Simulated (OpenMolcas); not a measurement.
An OpenMolcas run meant for Ag6+ (ANO-RCC-MB, DKH2; inactive shells 1s 2s 2p 3s 3p 3d 4s 4p; intended active space 5 electrons in 5 orbitals (4d)). One step of its input:

```
&RASSCF
FileOrb=start.orb
Symmetry=1
Spin=6
nActEl=5 0 0
Inactive=9 9
Ras2=5 0
CIRoot=1 1 1
SDav=1
CIMx=300
Iter=3 100
PrWF=0.3
OrbListing=Nothing
MaxOrb=0
Atom
>>> COPY $Project.JobIph JOB001
```

Lines from the output:

```
...
          iter iter root      energy       change     param      element    value   shift minimum  type update
 Nr of preliminary CI iterations:   1
      Total energies have been shifted. Add                -5000.00 au
        1   1    5    1  -301.26178376    0.00E+00  -6.60E-02    7  10 2  6.51E-01*  0.00   0.00    SX    NO
        2   1    4    1  -301.44405047   -1.82E-01*  5.13E-03    7  10 2  4.86E-02*  0.00   0.00    SX    NO
        3   1    4    1  -301.44492766   -8.77E-04*  3.18E-04    7  10 2  3.01E-03*  0.00   0.00    SX    NO
      No convergence after  3 iterations
        4   1    4    1  -301.44493123   -3.58E-06*  3.18E-04    7  10 2  1.95E-04*  0.00   0.00    SX    NO
      Natural orbitals and occupation numbers for root  1
      sym 1:   1.000000   1.000000   1.000000   1.000000   1.000000
::    RASSCF root number  1 Total energy:  -5301.44493123
                  YZ=  5.7211E-16              ZZ= -1.4730E-12
--
  Molden files will not be produced
      Average orbitals are written to the RASORB file
--- Stop Module: rasscf at  /rc=_RC_NOT_CONVERGED_ ---
.#######################.
.# Convergence problem #.
.#######################.
```

Question: What is wrong with the input?

Answer: The iteration limit is far too low, so the equations stop before they converge.
